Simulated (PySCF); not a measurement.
Gas-phase reaction: GaCl + H = GaH + Cl

Computed with PySCF and rigid-rotor harmonic-oscillator thermochemistry at 1 bar. † marks an energy on the PBE0/def2-TZVP geometry and frequencies; other levels use their own. Open shells (unrestricted): H (multiplicity 2), Cl (multiplicity 2, electronic degeneracy 6); the rest are closed-shell singlets. Spin-orbit splitting is ignored; it lowers the true energy and changes the entropy of Cl. B3LYP is the form with VWN-RPA correlation. Ga: all electrons, no relativistic terms. GaH: computed as isolated molecules; such fragments, hydroxides, amides, oligomers or adducts are transient or little studied in the gas. The harmonic model lacks anharmonicity and excited electronic states, which grow with temperature; levels with a mode under 35 cm⁻¹ are left out.

```tsv
level	ΔE electronic, kJ	ΔH°(298 K), kJ	ΔS°(298 K), J/K	ΔG°(1600 K), kJ
B3LYP/def2-TZVP†	170	176	13	162
M06-2X/def2-TZVP†	192	198	13	184
PBE/def2-SVP	203	209	13	195
LDA/def2-TZVP†	222	229	13	215
ωB97X-V/def2-TZVP†	182	189	13	175
```
ΔH° is lowest at B3LYP/def2-TZVP† and highest at LDA/def2-TZVP†. No reference value is set beside these.
